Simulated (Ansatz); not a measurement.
**Pulling the pair apart**

The pair of Br⁻ (SMILES [Br-], atom 1) and CH$_{3}$Cl (SMILES CCl, atoms 2–6), both closed shells, in one local arrangement (a lower one may exist), relaxed at PBE0-D4/def2-TZVPD:

```csv
atom,x (Å),y (Å),z (Å)
Br1,0.1248,-0.0079,-2.8939
C2,-0.0183,0.0012,0.4248
Cl3,-0.0962,0.0056,2.2327
H4,0.9518,-0.3753,0.1209
H5,-0.1559,1.0161,0.0697
H6,-0.8061,-0.6399,0.0458
```

CH$_{3}$Cl is shifted rigidly along the line between the mean atom positions of the two fragments (negative: closer). Counterpoise interaction energies in kJ/mol. Ansatz 0.2.0; basis: def2-TZVPPD; cores frozen in the correlated methods. Filled d shells of the heavier atoms are correlated. The def2 sets are not built for correlating such inner shells, so the correlated values are less sure here.

| shift (Å) | wB97M-V | PBE0-D4 | MP2 |
| --- | --- | --- | --- |
| -0.33 | -33.3 | -36.0 | -31.6 |
| -0.17 | -39.1 | -40.9 | -37.4 |
| 0.00 | -40.9 | -42.2 | -39.3 |
| 0.17 | -40.4 | -41.5 | -39.0 |
| 0.40 | -37.8 | -38.8 | -36.7 |
| 0.83 | -31.4 | -32.4 | -30.7 |
| 1.66 | -21.5 | -22.2 | -21.2 |
| 3.32 | -11.8 | -12.2 | -11.6 |

Problem. What does CCSD(T) give at these shifts? (Judge from chemistry; the value comes from the calculation.)

Solution. By the calculation: -29.1, -35.6, -38.0, -38.0, -36.0, -30.3, -20.9, -11.4 kJ/mol. For zero shift, CCSD(T) at an estimated basis limit (MP2 extrapolated from triple and quadruple zeta, plus CCSD(T) − MP2 in triple zeta) gives -41.6 kJ/mol. These are counterpoise interaction energies, counted from the two frozen fragments.

The T1 diagnostic stays at or below 0.008.

For scale, one of the runs: CCSD(T)/def2-TZVPPD, 196 basis functions, launched by `ansatz run in.yaml --threads 4 --pin off --events-out ev --progress --plain --max-ram 9574MiB`. Hardware: 4 CPU threads of an AMD EPYC 9R45, shared host. Wall time 18 s; peak host memory 2.3 GiB.
